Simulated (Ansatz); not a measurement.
`O=CBF` + HCl → `O=CBCl` + H–F at 600 K and 1 bar (ligand exchange at a B–F bond).

Isolated molecules relaxed with PBE0-D4/def2-TZVP in Ansatz; ΔE leaves out vibrations. CBS: MP2 limit from def2 TZ/QZ plus the TZ coupled-cluster correction, frozen cores. This one scheme is used for every species. One conformer a species, not always the lowest.

```json
{"species": "`O=CBF`", "CCSD(T)/CBS energy (Eh)": "-239.02821", "H − E (kJ/mol)": "125.4", "S (J/(mol·K))": "345.6"}
{"species": "HCl", "CCSD(T)/CBS energy (Eh)": "-460.38127", "H − E (kJ/mol)": "35.4", "S (J/(mol·K))": "207.2"}
{"species": "`O=CBCl`", "CCSD(T)/CBS energy (Eh)": "-598.99716", "H − E (kJ/mol)": "122.9", "S (J/(mol·K))": "359.3"}
{"species": "H–F", "CCSD(T)/CBS energy (Eh)": "-100.39570", "H − E (kJ/mol)": "42.3", "S (J/(mol·K))": "194.0"}
```

H − E and S are ideal-gas, rigid-rotor, harmonic terms from PBE0-D4/def2-TZVP, for one conformer and one mirror image of each species. 1 Eh = 2625.50 kJ/mol, R = 8.31446 J/(mol·K).

Q: By hand: ΔE, ΔH, ΔS and ΔG.

A: ΔE = (-598.99716) + (-100.39570) − (-239.02821) − (-460.38127) = 0.01662 Eh = 43.6 kJ/mol. Δ(H − E) = 122.9 + 42.3 − 125.4 − 35.4 = 4.4, so ΔH = 48.0 kJ/mol. ΔS = 359.3 + 194.0 − 345.6 − 207.2 = 0.5 J/(mol·K). ΔG = 48.0 − 600 × (0.5)/1000 = 47.7 kJ/mol.

Q: By hand: the equilibrium constant, and the temperature at which ΔG would vanish if ΔH and ΔS stayed fixed.

A: log₁₀ K = −ΔG/(RT ln 10) = -4.2. ΔG = 0 at ΔH/ΔS = 96000 K, far beyond where these terms or the molecules hold.

The number of gas molecules stays the same, so ΔS is small and ΔH decides. A doubt of 5 kJ/mol in ΔE shifts log₁₀ K by 0.4 here. Other conformers and mirror images would add mixing entropy, several J/(mol·K) or more a flexible species. Modes under 60 cm⁻¹, often nearly free rotors, make the harmonic entropy too high. These are equilibria of isolated gas molecules and say nothing of rates. Largest T1 diagnostic: 0.016 (customary marks: 0.02 for closed shells, 0.045 for open ones).
